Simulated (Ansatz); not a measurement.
Total energies of CH₅AlF₂Ge, SMILES `[CH3][Ge]([F])([F])[AlH2]`.

Cartesian coordinates in Å:
```
C -0.9419 1.3876 -0.5841
Ge 0.5144 0.1843 -0.1535
F 1.3560 -0.0753 -1.6665
F 1.6442 1.1471 0.7748
Al 0.3791 -2.0496 0.9823
H -0.5247 2.2694 -1.0728
H -1.6488 0.9028 -1.2588
H -1.4643 1.6926 0.3236
H -1.0335 -2.6080 1.4335
H 1.7196 -2.8509 1.2216
```

The species carries charge 0 and has multiplicity 1. Correlated methods include outer-core shells of Ge, which these sets cover unevenly. Scalar relativity is left out up to krypton. The geometry is a stationary point of PBE0-D4/def2-TZVP. Basis def2-TZVPP, the Gaussian-basis code of Ansatz.

RPA on PBE orbitals: Hartree–Fock energy of these orbitals -2557.05939 Eh, correlation -1.59719 Eh (frozen core).

| functional | energy without D4 (Eh) | D4 term (kJ/mol) |
| --- | --- | --- |
| PBE | -2559.72407 | -18.8 |
| revPBE | -2560.13004 | -50.6 |
| BLYP | -2560.44752 | -40.1 |
| B97M-V | -2559.91579 | – |
| r2SCANh | -2560.26212 | -4.9 |
| BHLYP | -2560.31286 | -25.6 |
| LC-ωPBE | -2559.94174 | – |
| ωB97X-V | -2560.12113 | – |
| ωB97M-V | -2560.21810 | – |
| B2PLYP | -2559.80122 | – |

Task: Give the same for LDA (SPW92), r2SCAN, PBE0, B3LYP, r2SCAN0, HSE06 (plane-wave form), CAM-B3LYP, PBE-QIDH. (Best estimate.)

Result: The calculation gave: 
```tsv
functional	energy without D4 (Eh)	D4 term (kJ/mol)
LDA (SPW92)	-2554.54681	–
r2SCAN	-2560.28486	-4.6
PBE0	-2559.80844	-16.1
B3LYP	-2560.50397	-30.4
r2SCAN0	-2560.22988	-5.5
HSE06 (plane-wave form)	-2559.79216	-15.1
CAM-B3LYP	-2560.48836	-16.6
PBE-QIDH	-2559.36715	–
```

B3LYP takes the VWN-RPA correlation (the form of Gaussian; ORCA's B3LYP/G). HSE06 is the plane-wave form, built on full-range PBE exchange. The double hybrids freeze the cores in their second-order part.

LC-ωPBE has ω = 0.4 bohr⁻¹.
